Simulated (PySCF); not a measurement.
## How methods differ on the ionisation energy of Sc²⁺

Sc²⁺ [Ar] 3d1 (2D) → Sc³⁺ [Ar] (1S), as a difference of total energies. All numbers are calculated (PySCF 2.14, no relativity, point nucleus, in aug-cc-pVTZ). The calculations carry no spin-orbit coupling.

| method | ionisation energy (eV) | plus first-order spin-orbit estimate | difference from reference of that sum (eV) |
| --- | --- | --- | --- |
| UHF | 23.981 | 23.996 | -0.761 |
| LDA | 25.508 | 25.523 | +0.766 |
| PBE | 25.455 | 25.470 | +0.713 |
| PBE0 | 25.316 | 25.332 | +0.575 |
| r2SCAN | 25.241 | 25.257 | +0.500 |
| PW91 | 25.555 | 25.571 | +0.814 |
| B3LYP | 25.495 | 25.511 | +0.754 |
| r2SCANh | 25.223 | 25.239 | +0.482 |
| wB97X | 25.027 | 25.043 | +0.286 |

Reference: 24.757 eV (measured; NIST Atomic Spectra Database, ionization energies).

A first-order spin-orbit estimate (lowest level to lowest level, LS coupling) adds 0.016 eV.

These non-relativistic numbers lack the scalar-relativistic shift.
